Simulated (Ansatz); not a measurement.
Input for Ansatz (development build ahead of 0.2.0):

```yaml
crystal:
  periodic: [false, false, false]
  atoms:
    - { symbol: Be, position_ang: [0.0, 0.0, 0.0] }
basis:
  gaussian: { orbitals: aug-cc-pVDZ }
hamiltonian:
  xc: hf
```

The input is written out in the form of the current development build from the run's settings.

Output:

```
Converged                       : yes
Total energy                    : -14.57238 hartree
Spin squared of the determinant : 0.000
```
